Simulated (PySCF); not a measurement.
## What went wrong, or what changed?

The sound run of Ho2O2F2 (singlet in the valence; each metal's 4f electrons, 10 of them, lie in its core potential, out of spins and levels) uses PySCF 2.14.0, RKS B3LYP, Ho lcecp-1-SVP with ECP56, O def2-SVP, F def2-SVP; non-relativistic Hamiltonian with scalar-relativistic core potentials where named; density fitting; no spin-orbit coupling, grid (50, 194), threshold 1e-8 and 55 cycles at the relaxed geometry. This run, with dm0 from free metal ions and neutral atoms, differs:

```python
mol = gto.M(atom='''
Ho    -0.00000     0.63558     1.43080
Ho     0.00000    -0.63558    -1.43080
O      1.33952    -0.00000    -0.00000
O     -1.33952    -0.00000    -0.00000
F      0.00000    -0.47013     3.13346
F     -0.00000     0.47013    -3.13346''',
    basis={'Ho': 'lcecp-1-SVP', 'O': 'def2-SVP', 'F': 'def2-SVP'},
    ecp={'Ho': 'lcecp-1-SVP'},
    charge=0, spin=0)
mf = dft.RKS(mol, xc='B3LYP')
mf.grids.atom_grid = (15, 26)  # f atoms: unpruned
mf = mf.density_fit()  # fitting sets: Ho AutoAux, O def2-universal-JKFIT, F def2-universal-JKFIT
mf.conv_tol = 1e-08; mf.max_cycle = 55
mf.kernel(dm0)
mf.nuc_grad_method().kernel()
```

What was changed, and how did it end?

The integration grid was changed. It converged in 9 cycles, -1.215 eV from the sound run, largest force component 4.17 eV/Å. These settings are unsound on purpose: the numbers aren't the compound's.
```
init E= -436.046467698491
cycle= 1 E= -425.142484420089  delta_E= 10.9  |g|= 1.73  |ddm|= 3.67
cycle= 2 E= -424.656913090703  delta_E= 0.486  |g|= 2.38  |ddm|= 2.63
cycle= 3 E= -425.634651282816  delta_E= -0.978  |g|= 0.14  |ddm|= 1.52
cycle= 4 E= -425.628644279771  delta_E= 0.00601  |g|= 0.224  |ddm|= 0.283
cycle= 5 E= -425.638630188052  delta_E= -0.00999  |g|= 0.0309  |ddm|= 0.192
...
cycle= 7 E= -425.638844032422  delta_E= -4.55e-06  |g|= 0.000477  |ddm|= 0.00474
cycle= 8 E= -425.638844081133  delta_E= -4.87e-08  |g|= 7.42e-05  |ddm|= 0.000596
cycle= 9 E= -425.638844082533  delta_E= -1.4e-09  |g|= 2.67e-05  |ddm|= 0.000121
Extra cycle  E= -425.638844082284  delta_E= 2.49e-10  |g|= 4.76e-05  |ddm|= 5.83e-05
converged SCF energy = -425.638844082284
```

Run from Python with OMP_NUM_THREADS=2; the lines above give its settings. Where DIIS fails, smearing, a level shift and second-order steps follow.
It took 6.2 s on 2 threads of Arm Neoverse V2, with other jobs on the host.

An lcecp potential fixes the number of 4f electrons, so in runs with it no electron can move into or out of that shell.
